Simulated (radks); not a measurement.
Results of a calculation; reference values are marked as such.
Isoelectronic series with 10 electrons, all held in the configuration [Ne], which need not be the ground one along the series. Level of theory: non-relativistic Kohn-Sham, LDA (Slater exchange, Perdew-Wang correlation), spin-polarised, spherical densities, point nucleus (a radial shooting solver on a logarithmic mesh with Libxc functionals). Total energies (hartree) and mean radii <r> (bohr):

\begin{tabular}{lrrr}
ion & E (hartree) & 2p & 2s \\ \hline
Ne & -128.22992 & 0.9815 & 0.9042 \\
Mg2+ & -198.28733 & 0.6843 & 0.6999 \\
Si4+ & -284.40792 & 0.5319 & 0.5681 \\
S6+ & -386.55629 & 0.4364 & 0.4777 \\
Ar8+ & -504.71939 & 0.3705 & 0.4121 \\
Ca10+ & -638.89112 & 0.3221 & 0.3623 \\
Ti12+ & -789.06818 & 0.2850 & 0.3232 \\
Cr14+ & -955.24869 & 0.2556 & 0.2917 \\
Fe16+ & -1137.43148 & 0.2318 & 0.2659 \\
Ni18+ & -1335.61580 & 0.2120 & 0.2442 \\
Zn20+ & -1549.80117 & 0.1954 & 0.2258 \\
Ge22+ & -1779.98724 & 0.1812 & 0.2100 \\
Se24+ & -2026.17378 & 0.1689 & 0.1963 \\
Kr26+ & -2288.36062 & 0.1582 & 0.1842 \\
Sr28+ & -2566.54766 & 0.1487 & 0.1735 \\
Zr30+ & -2860.73479 & 0.1404 & 0.1640 \\
Mo32+ & -3170.92196 & 0.1329 & 0.1555 \\
Ru34+ & -3497.10912 & 0.1262 & 0.1479 \\
Pd36+ & -3839.29624 & 0.1201 & 0.1409 \\
Cd38+ & -4197.48329 & 0.1146 & 0.1346 \\
Sn40+ & -4571.67026 & 0.1096 & 0.1288 \\
Te42+ & -4961.85714 & 0.1050 & 0.1235 \\
Xe44+ & -5368.04390 & 0.1007 & 0.1186 \\
\end{tabular}
